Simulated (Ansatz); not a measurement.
F3In, triplet, geometry from GFN2-xTB (such geometries of metal compounds can be far from the true shape) (a higher spin typed on purpose: for a closed-shell molecule this is an excited state) (all electrons, no relativity). Base run: PBE/STO-3G in Ansatz (a program for electronic structure).

Ansatz was given this input:
Ansatz 0.2 input:
```yaml
crystal:
  periodic: [false, false, false]
  atoms:
    - {symbol: In, position_ang: [-0.00000000, -0.00000000, -0.00000000]}
    - {symbol: F, position_ang: [-1.99079778, -1.21099599, 0.03539377]}
    - {symbol: F, position_ang: [0.01794243, 2.18957193, -0.79780488]}
    - {symbol: F, position_ang: [1.97285535, -0.97857595, 0.76241111]}
basis:
  gaussian:
    orbitals: STO-3G
hamiltonian:
  xc: pbe
magnetization: {spin_polarized: true, initial_magnetization: 2}
```

Each row names what was changed in the base input (with any setting that the change needs).

```csv
change,ΔE vs base (mEh)
base,0.000
"final_grid = 6, 12, 29",0.129
accuracy = high,0.002
"final_grid = 4, 8, 17",0.118
lower_state_search = light,0.000
"point_charge = charge:0.5 position_ang:2.3948, -0.4387, 4.7419",-0.266
"point_charge = charge:-1.0 position_ang:-3.0545, 0.0746, -4.3679",-2.899
"point_charge = charge:1.0 position_ang:0.6647, 4.2858, -3.0991",-7.282
nuclear_model = gaussian,43.202
```
